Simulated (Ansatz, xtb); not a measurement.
**C2H6B2F4: which of two structures lies lower**

Structure I is a singlet given by its coordinates and structure II is `CC[B-]1(F)[F+][BH-](F)[F+]1`, a singlet. Both are isolated molecules in the gas phase, relaxed with PBE0-D4/def2-SVP.

I (Å):

```yaml
atoms:
  - { symbol: C, position_ang: [1.4171, -1.2550, 0.3686] }
  - { symbol: C, position_ang: [0.6038, 0.0338, 0.2597] }
  - { symbol: B, position_ang: [0.1185, 0.3215, -1.1942] }
  - { symbol: B, position_ang: [-2.0992, 0.4425, -1.6676] }
  - { symbol: F, position_ang: [0.9334, 0.4385, -2.2310] }
  - { symbol: F, position_ang: [-0.9577, 1.4370, -1.2820] }
  - { symbol: F, position_ang: [-2.9219, 0.3210, -0.6395] }
  - { symbol: F, position_ang: [-1.0624, -0.6709, -1.6365] }
  - { symbol: H, position_ang: [2.2979, -1.2330, -0.2914] }
  - { symbol: H, position_ang: [1.7768, -1.4215, 1.3949] }
  - { symbol: H, position_ang: [0.8157, -2.1329, 0.0853] }
  - { symbol: H, position_ang: [-0.2617, 0.0095, 0.9417] }
  - { symbol: H, position_ang: [1.2150, 0.8985, 0.5747] }
  - { symbol: H, position_ang: [-2.4978, 0.6641, -2.7770] }
```

Close contacts (Å): C1–C2 1.53, C2–B3 1.56, B3–F5 1.32, B3–F6 1.55, B3–F8 1.60, B4–F6 1.56, B4–F7 1.32, B4–F8 1.52, C1–H9 1.10, C1–H10 1.10, C1–H11 1.10, C2–H12 1.10, C2–H13 1.10, B4–H14 1.20.

II (Å):

```
atom    x (Å)    y (Å)    z (Å)
   C   1.4574  -1.3974  -1.4222
   C   1.8840  -0.6091  -0.1888
   B   0.8067   0.3187   0.4521
   B  -1.3103   0.5416  -0.3474
   F   1.0377   1.0593   1.5253
   F  -0.5926  -0.3870   0.6512
   F  -1.6643  -0.1480  -1.4182
   F   0.0502   1.2225  -0.5982
   H   2.2781  -2.0208  -1.8062
   H   1.1391  -0.7307  -2.2377
   H   0.6104  -2.0644  -1.2022
   H   2.2305  -1.2882   0.6108
   H   2.7562   0.0307  -0.4141
   H  -2.0735   1.2800   0.2109
```

Question: Which of the two would you expect CCSD(T)/def2-SVP + ΔMP2/def2-TZVPP electronic energies to favour?

Answer: CCSD(T)/def2-SVP + ΔMP2/def2-TZVPP gives E(II) − E(I) = −0.007 eV, slightly favouring structure II, which is too small a margin to settle the true order.

Level by level:

| level | geometry | E(II) − E(I) (eV) | departure from the last row (eV) | job, with rough time for the two |
| --- | --- | --- | --- | --- |
| GFN2-xTB | GFN2-xTB | −0.017 | −0.010 | optimisation, 0.26 s |
| HF/STO-3G | GFN2-xTB | −0.004 | +0.003 | single point, 0.6 s |
| r2SCAN-D4/def2-SVP | GFN2-xTB | −0.021 | −0.014 | single point, 7.2 s |
| PBE0-D4/def2-SVP | PBE0-D4/def2-SVP | −0.022 | −0.015 | optimisation, 1.9 min |
| HF/def2-SVP | PBE0-D4/def2-SVP | +0.004 | +0.012 | part of the CCSD(T) run |
| MP2/def2-SVP | PBE0-D4/def2-SVP | −0.008 | −0.001 | part of the CCSD(T) run |
| CCSD(T)/def2-SVP | PBE0-D4/def2-SVP | −0.008 | −0.001 | single point |
| CCSD(T)/def2-SVP + ΔMP2/def2-TZVPP | PBE0-D4/def2-SVP | −0.007 |  | single point, 4 min |

The largest departure from CCSD(T)/def2-SVP + ΔMP2/def2-TZVPP is that of PBE0-D4/def2-SVP, 0.015 eV. The last row adds to CCSD(T) the change of the MP2 difference between the two basis sets, here +0.001 eV.

With thermal terms from frequencies at re-optimised GFN2-xTB minima (ideal gas, soft modes damped towards free rotors, one conformer each, 298.15 K, 1 atm): the zero-point term adds +0.003 eV; ΔH is −0.008 and ΔG +0.008 eV.

The correlated steps freeze 8 core orbitals. Run with Ansatz 0.2.0, xtb 6.7.1; the last row on 2 threads of Arm Neoverse V1 on a shared host.
